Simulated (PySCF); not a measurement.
## Finite-field polarisability of Xe (xenon, neutral)

[Xe], closed-shell 1S. Calculation: PySCF 2.14, in x2c-TZVPPall with one added diffuse shell each of s, p, d, f type (9s7p5d3f, 76 functions); the spin-free X2C one-electron Hamiltonian (Gaussian nucleus). Frozen: [Kr] 4d10. Energy changes in a uniform field (μhartree):

```json
{"axis": "x", "F (au)": "0.0028", "HF": "-101.910", "MP2": "-105.434", "CCSD": "-105.538", "CCSD(T)": "-106.083"}
{"axis": "x", "F (au)": "0.0056", "HF": "-407.795", "MP2": "-421.923", "CCSD": "-422.337", "CCSD(T)": "-424.524"}
```

Derive α along x at CCSD(T) from the two fields.

With ΔE = −αF²/2 − γF⁴/24, α = −(16 ΔE(F) − ΔE(2F))/(6F²) = 27.06 bohr³.

And the mean polarisability at each level?

HF 25.99, MP2 26.89, CCSD 26.92, CCSD(T) 27.06 bohr³. Reference: 27.32 ± 0.2 bohr³ (recommended; Schwerdtfeger and Nagle, table of static dipole polarizabilities (2023 update)).
